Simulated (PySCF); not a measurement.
PySCF input file for Sn(F)(Cl)(OH)2 (ClFH₂O₂Sn), SMILES [Cl][Sn]([F])([OH])[OH], PBE0-D3(BJ)/def2-SVP. Geometry optimised at PBE0-D3(BJ)/def2-SVP. The structure was generated by enumeration; whether it is a known compound was not checked. The def2 effective core potentials stand for the cores of Sn; spin–orbit coupling is left out. Other conformers were not sampled.

```python
import numpy as np
from pyscf import gto, scf, dft, df
from pyscf.hessian import thermo

mol = gto.M(
    atom='''
    O     0.41300212    1.96057714    0.41412067
    Sn   -0.13979700    0.11231811    0.12342026
    O    -1.98040877    0.09564783   -0.54484229
    F    -0.14779269   -0.87257839    1.77845873
    Cl    1.38877587   -0.93916644   -1.25472913
    H    -0.34897868    2.51864390    0.61993262
    H    -2.40097339   -0.76531463   -0.42090607
    ''',
    basis='def2-SVP',
    ecp={'Sn': 'def2-svp'},
    charge=0,
    spin=0,
    max_memory=1600,
    verbose=3,
)
mf = dft.RKS(mol, xc='pbe0').density_fit(auxbasis='def2-universal-jkfit')
mf.disp = 'd3bj'
mf.grids.level = 3
mf.conv_tol = 1e-11
mf.max_cycle = 100
mf.kernel()

# analytic Hessian; the response equations are solved on a coarser grid
h, args, fine = mf.Hessian(), (mf.mo_energy, mf.mo_coeff, mf.mo_occ), mf.grids
h.max_memory = max(150, 2.5e-5 * df.make_auxmol(mol, mf.with_df.auxbasis).nao * mol.nelec[0] * (mol.nelec[0] + mol.nao))  # MB; small integral blocks
h1ao = h.make_h1(mf.mo_coeff, mf.mo_occ)
mf.grids = dft.Grids(mol).set(level=1).build(with_non0tab=True)
mo1, mo_e1 = h.solve_mo1(*args, h1ao)
mf.grids = fine
hess = h.hess_elec(*args, mo1, mo_e1, h1ao) + h.hess_nuc()
if mf.do_disp():
    hess += h.get_dispersion()
for i in range(mol.natm):  # the analytic DFT Hessian lacks the response of the grid: restore translational invariance
    hess[i, i] -= hess[i].sum(axis=0)
hess = (hess + hess.transpose(1, 0, 3, 2)) / 2
vib = thermo.harmonic_analysis(mol, hess, imaginary_freq=False)
thermo.dump_normal_mode(mol, vib)
th = thermo.thermo(mf, vib['freq_au'][vib['freq_au'] > 0], 298.15, 101325)
thermo.dump_thermo(mol, th)
g0 = mf.nuc_grad_method().set(verbose=0).kernel()

# dipole derivatives [dipole axis, atom, xyz] from the same response
r, irp = mol.intor('int1e_r'), mol.intor('int1e_irp').reshape(3, 3, mol.nao, mol.nao)
sl, dm0, ok = mol.aoslice_by_atom(), np.array(mf.make_rdm1()), []
dmu = np.einsum('a,xt->xat', mol.atom_charges(), np.eye(3))
for a, (_, _, p0, p1) in enumerate(sl):
    dmu[:, a] += 2 * np.einsum('xtij,ij->xt', irp[:, :, :, p0:p1], dm0.reshape(-1, mol.nao, mol.nao).sum(0)[:, p0:p1])
    for u, c, occ, f in [(mo1, mf.mo_coeff, mf.mo_occ, 4)]:
        dmu[:, a] -= f * np.einsum('tui,xuv,vi->xt', u[a], r, c[:, occ > 0], optimize=True)
L = vib['norm_mode']
ir = 974.8801 * (np.einsum('xat,kat->kx', dmu, L) ** 2).sum(1)       # km/mol
apt = np.einsum('xax->a', dmu) / 3

# polarisability derivatives from nuclear gradients in small electric fields
h0, F = mf.get_hcore(), 0.005
def in_field(f, guess):
    m = mf.copy()
    m.verbose, m.conv_tol, m.conv_tol_grad = 0, 1e-11, 2e-7
    m.get_hcore = lambda *a: h0 + np.einsum('x,xij->ij', f, r)
    m.kernel(guess)
    ok.append(m.converged)
    dm = np.array(m.make_rdm1())
    g = m.nuc_grad_method().kernel() - np.outer(mol.atom_charges(), f)
    for a, (_, _, p0, p1) in enumerate(sl):
        g[a] -= 2 * np.einsum('x,xtij,ij->t', f, irp[:, :, :, p0:p1], dm[:, p0:p1])
    return g, -np.einsum('xij,ij->x', r, dm), dm
E = np.eye(3) * F
g0, _, dm0 = in_field(np.zeros(3), dm0)
gp = [in_field(e, dm0) for e in E]
gm = [in_field(-e, 2 * dm0 - p[2]) for e, p in zip(E, gp)]
alpha = np.array([(p[1] - q[1]) / (2 * F) for p, q in zip(gp, gm)])  # bohr^3
check = abs(np.array([-(p[0] - q[0]) / (2 * F) for p, q in zip(gp, gm)]) - dmu).max()
print('static polarisability / bohr^3:', alpha.round(3))
print('largest difference of analytic and finite-field dipole derivatives / e:', check)
da = np.zeros((3, 3, mol.natm, 3))
for x in range(3):
    da[x, x] = -(gp[x][0] + gm[x][0] - 2 * g0) / F**2
for x, y in ((0, 1), (0, 2), (1, 2)):
    up, down = in_field(E[x] + E[y], gp[x][2] + gp[y][2] - dm0), in_field(-E[x] - E[y], gm[x][2] + gm[y][2] - dm0)
    both = -(up[0] + down[0] - 2 * g0) / F**2
    da[x, y] = da[y, x] = (both - da[x, x] - da[y, y]) / 2
aq = np.einsum('xyat,kat->kxy', da, L) * 0.529177210903**2           # A^2/amu^1/2
a = np.einsum('kxx->k', aq) / 3
g2 = 1.5 * (aq**2).sum((1, 2)) - 4.5 * a**2
raman, depol = 45 * a**2 + 7 * g2, 3 * g2 / (45 * a**2 + 4 * g2 + 1e-12)
print('mode   freq/cm-1   IR/(km/mol)   Raman/(A^4/amu)   depolarisation')
for k, w in enumerate(vib['freq_wavenumber']):
    print(f'{k + 1:4d} {w:11.2f} {ir[k]:13.3f} {raman[k]:17.3f} {depol[k]:16.3f}')
print('max |gradient| / (hartree/bohr):', abs(g0).max())
print('APT charges:', apt.round(4))
```

Log of the run:

```
converged SCF energy = -925.34151984161

WARN: DFTD3 does not support analytical Hessian, using finite difference


WARN: Mole.unit (angstrom) is changed to Bohr

Mode                                 0                   1                   2
Irrep
Freq [cm^-1]                       79.9670            103.7733            136.5179
Reduced mass [au]                   2.1363              1.3862              4.5265
Force const [Dyne/A]                0.0080              0.0088              0.0497
Char temp [K]                     115.0548            149.3067            196.4189
Normal mode                   x     y     z       x     y     z       x     y     z
       0   O                 0.10 -0.02 -0.06    0.02 -0.01  0.02   -0.01  0.00  0.07
       1  Sn                -0.00 -0.00 -0.01   -0.00  0.00  0.01    0.02  0.00  0.01
       2   O                -0.02 -0.07  0.04    0.02 -0.04 -0.06    0.06 -0.08 -0.09
       3   F                -0.08  0.02  0.01    0.02  0.06  0.04   -0.07  0.05  0.04
       4  Cl                 0.02  0.05 -0.00   -0.03 -0.00 -0.02   -0.05  0.00 -0.06
       5   H                 0.21 -0.06  0.45    0.11 -0.09  0.55   -0.08  0.05 -0.29
       6   H                -0.09  0.02  0.42    0.20 -0.20 -0.55   -0.04  0.02  0.30
Mode                                 3                   4                   5
Irrep
Freq [cm^-1]                      149.4429            175.0590            181.8160
Reduced mass [au]                   4.9620              8.8870              5.1395
Force const [Dyne/A]                0.0653              0.1605              0.1001
Char temp [K]                     215.0150            251.8709            261.5927
Normal mode                   x     y     z       x     y     z       x     y     z
       0   O                -0.04  0.03  0.09    0.08 -0.06  0.12   -0.11  0.00  0.06
       1  Sn                 0.01  0.04 -0.02   -0.03 -0.01 -0.02    0.02 -0.02 -0.02
       2   O                -0.01 -0.08  0.02   -0.03 -0.01 -0.02   -0.01  0.09  0.06
       3   F                 0.02 -0.04 -0.06    0.09  0.08  0.02   -0.04  0.09  0.05
       4  Cl                -0.02 -0.07  0.03    0.02  0.01  0.02    0.02 -0.01 -0.02
       5   H                -0.03 -0.04  0.32    0.09  0.05 -0.18   -0.15 -0.13  0.28
       6   H                 0.02 -0.07  0.24   -0.08  0.03  0.13   -0.09  0.13  0.10
Mode                                 6                   7                   8
Irrep
Freq [cm^-1]                      211.9014            399.2179            636.9717
Reduced mass [au]                   2.5088             35.0631             16.2362
Force const [Dyne/A]                0.0664              3.2925              3.8813
Char temp [K]                     304.8789            574.3857            916.4604
Normal mode                   x     y     z       x     y     z       x     y     z
       0   O                -0.04  0.01 -0.04   -0.00 -0.02  0.00   -0.04 -0.11 -0.02
       1  Sn                -0.01 -0.01  0.01    0.03 -0.02 -0.03   -0.01  0.00  0.02
       2   O                 0.04  0.06 -0.13    0.02  0.00  0.01    0.13 -0.00  0.05
       3   F                 0.09 -0.02  0.01   -0.00  0.01 -0.01   -0.00  0.07 -0.12
       4  Cl                -0.02  0.00  0.01   -0.10  0.07  0.09    0.00 -0.00 -0.00
       5   H                 0.00 -0.07  0.32   -0.02 -0.03 -0.04    0.02 -0.05  0.00
       6   H                -0.21  0.25  0.38    0.03 -0.01 -0.03    0.04  0.05  0.02
Mode                                 9                  10                  11
Irrep
Freq [cm^-1]                      658.1055            670.6139            867.1219
Reduced mass [au]                  17.9175             16.1401              1.0786
Force const [Dyne/A]                4.5721              4.2766              0.4778
Char temp [K]                     946.8674            964.8641           1247.5953
Normal mode                   x     y     z       x     y     z       x     y     z
       0   O                 0.00  0.01  0.00   -0.06 -0.19 -0.03   -0.01 -0.00  0.00
       1  Sn                 0.02 -0.01  0.03    0.02  0.03 -0.00    0.01  0.00 -0.00
       2   O                -0.15 -0.00 -0.06   -0.08  0.00 -0.03    0.01 -0.06  0.02
       3   F                 0.00  0.07 -0.12   -0.00 -0.03  0.06   -0.00 -0.00  0.00
       4  Cl                -0.00  0.00  0.00    0.00 -0.00 -0.00   -0.00 -0.00  0.00
       5   H                -0.01 -0.01  0.02    0.03 -0.08 -0.03    0.15  0.20  0.02
       6   H                -0.06 -0.04 -0.01   -0.00 -0.03  0.01   -0.80  0.30 -0.36
Mode                                12                  13                  14
Irrep
Freq [cm^-1]                      889.3218           3868.7495           3875.6928
Reduced mass [au]                   1.0880              1.0669              1.0671
Force const [Dyne/A]                0.5070              9.4084              9.4442
Char temp [K]                    1279.5360           5566.2691           5576.2590
Normal mode                   x     y     z       x     y     z       x     y     z
       0   O                -0.06 -0.00  0.01    0.05 -0.04 -0.01    0.01 -0.00 -0.00
       1  Sn                 0.00 -0.01 -0.00    0.00  0.00  0.00   -0.00  0.00 -0.00
       2   O                -0.00  0.02 -0.00   -0.00 -0.01  0.00    0.03  0.05 -0.01
       3   F                -0.00  0.00  0.00    0.00  0.00 -0.00   -0.00  0.00 -0.00
       4  Cl                -0.00 -0.00 -0.00   -0.00  0.00  0.00   -0.00  0.00  0.00
       5   H                 0.53  0.75  0.07   -0.74  0.57  0.21   -0.10  0.07  0.03
       6   H                 0.21 -0.07  0.11    0.06  0.11 -0.01   -0.43 -0.85  0.12
temperature 298.1500 [K]
pressure 101325.00 [Pa]
Rotational constants [GHz] 2.82463 1.73997 1.69131
Symmetry number 1
Zero-point energy (ZPE) 0.02940 [Eh]   77184.689 [J/mol]
                           tot       elec      trans        rot        vib
Entropy [J/mol/K]       384.193      0.000    175.264    117.358     91.571
Cv [J/mol/K]            102.661      0.000     12.472     12.472     77.718
Cp [J/mol/K]            110.976      0.000     20.786     12.472     77.718
Internal energy [J/mol]                      3718.434   3718.434  91281.863
Internal energy [Eh]   -925.30392  -925.34152
Enthalpy [J/mol]                             6197.391   3718.434  91281.863
Enthalpy [Eh]          -925.30298
Gibbs free energy [J/mol]                  -46057.636 -31271.913  63980.074
Gibbs free energy [Eh] -925.34660
static polarisability / bohr^3: [[47.074 -3.443 -5.019]
 [-3.445 43.606  4.941]
 [-5.017  4.941 39.409]]
largest difference of analytic and finite-field dipole derivatives / e: 0.0007271630050325051
mode   freq/cm-1   IR/(km/mol)   Raman/(A^4/amu)   depolarisation
   1       79.97        73.357             2.016            0.749
   2      103.77         8.749             1.947            0.742
   3      136.52         4.068             1.157            0.745
   4      149.44        20.064             1.461            0.747
   5      175.06        36.798             1.248            0.742
   6      181.82        31.184             3.055            0.718
   7      211.90       133.760             0.722            0.740
   8      399.22        47.702            10.767            0.166
   9      636.97        39.151            22.238            0.014
  10      658.11        77.407             5.021            0.564
  11      670.61        78.477             6.158            0.612
  12      867.12        64.817             0.997            0.673
  13      889.32        79.195             1.042            0.722
  14     3868.75       121.672           100.928            0.336
  15     3875.69       104.102           112.736            0.207
max |gradient| / (hartree/bohr): 0.0001867536204584612
APT charges: [-0.7534  2.1125 -0.7781 -0.6472 -0.4917  0.2798  0.2782]
```

Self-consistency was reached.

Cost: roughly 4 core-minutes.
